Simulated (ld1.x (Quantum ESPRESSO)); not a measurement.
Before and after: TM potential for B

ld1.x (Quantum ESPRESSO) 7.5 input, shortened:

```
&input
   title='B', zed=5., rel=0, dft='PBE', iswitch=3,
   config='[He] 2s2 2p0.75 3d-2'
 /
 &inputp
   pseudotype=2, tm=.true., lloc=2,
   nlcc=.true., new_core_ps=.true., rcore=0.70
 /
3
2S  1  0   2.00   0.00  1.00  1.00  0.0
2P  2  1   0.75   0.00  3.65  3.65  0.0
3D  3  2  -2.00   0.35  3.80  3.80  0.0
 &test
   configts(1)='2s2 2p0.75'
 /
```

All-electron outer shells of the reference configuration (PBE, non-relativistic, ld1.x):

```tsv
shell	level (eV)	outermost node (bohr)	outermost maximum (bohr)
2s	-11.68	0.46	1.50
2p	-5.74	–	1.53
```

Change: wave 2s (bound): rc 1.00 bohr becomes 2s (bound): rc 0.74 bohr.

Cutoffs: the cutoffs (Ry, on a coarse ladder) from which the occupation-weighted sum of valence levels, in a spherical-Bessel basis at the reference potential, stays within 10 and 1 mRy of its value at 400 Ry; they do not see the model core or the augmentation charge, which bear on the density cutoff. Errors are all-electron minus pseudo energies relative to the spin-unpolarised reference configuration.

Problem. Predict the effect on cutoff, ghosts and configuration errors.

Solution. A bound ghost appears in s, which as a rule spoils a file; of the 7 tests that both files solve, the error grows in 1 and shrinks in 0 by more than 15 % and 0.3 meV (median size 84.3 → 89.6 meV).

| quantity | base | changed |
| --- | --- | --- |
| cutoff, loose | 60 Ry | 260 Ry |
| cutoff, tight | 140 Ry | over 300 Ry |
| loose cutoff by channel (10 mRy a level) | s 50 Ry, p 10 Ry | s 200 Ry, p 10 Ry |
| bound ghosts | none | s |
| error for 2s2 2p1, meV [ΔE -1.16 eV] | +4.8 | +4.8 |
| error for 2s2 2p0, meV [ΔE 7.06 eV] | +119 | +119 |
| error for 2s1 2p0, meV [ΔE 32.47 eV] | +386 | +394 |
| error for 2s0 2p3, meV [ΔE 10.54 eV] | -84 | -90 |
| error for 2s2 2p0.5, meV [ΔE 1.72 eV] | +8.5 | +8.5 |
| error for 2s1 2p1, meV [ΔE 13.19 eV] | -94 | -94 |
| error for 2s1 2p2, meV [ΔE 4.68 eV] | -6.2 | -7.7 |
| s: phases at 4.09 bohr within 0.05 rad from the reference energy up to (Ry; the scan ends near 5) | 0.2 | 0.2 |
| p: phases at 4.09 bohr within 0.05 rad from the reference energy up to (Ry; the scan ends near 5) | 0.3 | 0.3 |
| d: phases at 4.09 bohr within 0.05 rad from the reference energy up to (Ry; the scan ends near 5) | 1.8 | 1.8 |

 A true bound ghost makes a file unfit for plane-wave use even where its test errors are small: the radial tests pick states by their node count and pass the ghost by.
